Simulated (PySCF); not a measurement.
**Computed spin Hamiltonian**

Compound: C2H9NOSi (charge +1 and doublet state).
Geometry (GFN2-xTB, Å), atoms numbered from 1 in this order:
```
atom  x, y, z in Å
C1    -1.294   -1.014   -0.151
N2    -0.317   -0.084    0.259
C3    -0.759    1.178    0.703
Si4    1.419   -0.499    0.221
O5     2.049    0.895    0.685
H6    -1.843   -0.639   -1.025
H7    -2.052   -1.158    0.629
H8    -0.841   -1.969   -0.402
H9    -1.835    1.304    0.592
H10   -0.477    1.325    1.753
H11   -0.222    1.971    0.171
H12    1.665   -0.854   -1.171
H13    1.539   -1.579    1.193
H14    2.969    1.123    0.801
```

The hyperfine couplings belong to this conformer and change with its torsions.

The species is `C[N+](C)[SiH2]O` [radical] (charge +1).

Method: UKS B3LYP, pcH-1 on C H N O Si, non-relativistic, mean-field spin-orbit, GIAO in PySCF 2.14.0. Geometry: GFN2-xTB, one conformer, isolated ion. The geometry wasn't refined by DFT: couplings that depend on bond lengths, twists or pyramidal angles can differ widely from those at the functional's own minimum, by a factor of two or more for some ions and for spin on atoms past the first row. Stability of the SCF solution: not tested.

```json
{"g1, g2, g3": "2.00214, 2.00429, 2.00498", "g_iso": "2.00380", "Form of g": "rhombic: the two nearest values differ by 24 % of g3 − g1", "⟨S²⟩": "0.7542 (exact 0.7500)"}
```

Hyperfine couplings atom by atom, in MHz; T1 to T3 are the principal values of the dipolar part; ρ(0) is the spin density at the nucleus:

| atom | isotope | a_iso | of which spin–orbit | T1 | T2 | T3 | Mulliken spin population | ρ(0) (bohr⁻³) |
| --- | --- | --- | --- | --- | --- | --- | --- | --- |
| C1 | 13C | -32.5 | 0.0 | -5.8 | 0.6 | 5.2 | -0.04 | -0.0289 |
| N2 | 14N | 35.4 | 0.0 | -38.9 | -38.8 | 77.7 | 0.78 | 0.1095 |
| C3 | 13C | -31.2 | 0.0 | -7.1 | -0.7 | 7.8 | -0.03 | -0.0278 |
| Si4 | 29Si | 39.1 | -0.1 | -1.3 | 0.4 | 1.0 | -0.04 | -0.0440 |
| O5 | 17O | 2.7 | 0.0 | -1.0 | 0.2 | 0.8 | 0.00 | -0.0044 |
| H6 | 1H | 170.5 | 0.0 | -6.9 | -3.5 | 10.5 | 0.07 | 0.0382 |
| H7 | 1H | 142.1 | 0.0 | -6.8 | -3.3 | 10.2 | 0.06 | 0.0318 |
| H8 | 1H | 1.3 | 0.0 | -4.6 | -4.2 | 8.8 | 0.00 | 0.0003 |
| H9 | 1H | 1.4 | 0.0 | -4.4 | -3.7 | 8.2 | 0.00 | 0.0003 |
| H10 | 1H | 183.3 | 0.0 | -7.7 | -3.8 | 11.5 | 0.07 | 0.0410 |
| H11 | 1H | 147.3 | 0.0 | -7.6 | -3.6 | 11.2 | 0.05 | 0.0330 |
| H12 | 1H | 70.8 | 0.0 | -3.6 | -1.7 | 5.3 | 0.04 | 0.0158 |
| H13 | 1H | 77.9 | 0.0 | -3.6 | -1.6 | 5.2 | 0.04 | 0.0174 |
| H14 | 1H | -1.5 | 0.0 | -1.3 | -1.1 | 2.4 | 0.00 | -0.0003 |

The Mulliken spin populations are largest on N2 (+0.78), H10 (+0.07) and H6 (+0.07). N2 is the only atom above +0.15. The angles at N2 add up to 360.0°, so it is planar.

Axes: g2 points within 4° of the N2–Si4 bond.

Under fast tumbling the dipolar parts average out, and these isotropic splittings remain: 6 × 1H (H6 (×6), I = 1/2, 7 lines) with 3.84 mT, 2 × 1H (H12/H13, I = 1/2, 3 lines) with 2.65 mT, 1 × 14N (N2, I = 1, 3 lines) with 1.26 mT and 1 × 1H (H14, I = 1/2, 2 lines) with 0.05 mT.

Means are taken over nuclei equivalent by connectivity, which assumes that they swap fast. The six 1H nuclei of mean +107.7 MHz run from 1.3 to 183.3 MHz in the frozen geometry.

The 13C coupling of C1/C3 (mean -31.8 MHz) shows only in satellite lines or after enrichment, since that isotope makes up about 1.07 % of natural carbon.

The 29Si coupling of Si4 (39.1 MHz) shows only in satellite lines or after enrichment, since that isotope makes up about 4.7 % of natural silicon.

β density exceeds α density at some nuclei, such as Si4 (-0.0440), C1/C3 (-0.0284) and O5 (-0.0044), spin density in bohr⁻³. In a single determinant that takes different orbitals for the two spins, that is spin polarisation.

The run took 38 s of wall time (with the writing of density and orbital grids) on an Arm Neoverse V1 with one thread, shared host with 32 logical CPUs at a one-minute load of 9.7, and the process peaked at 0.86 GiB of memory.
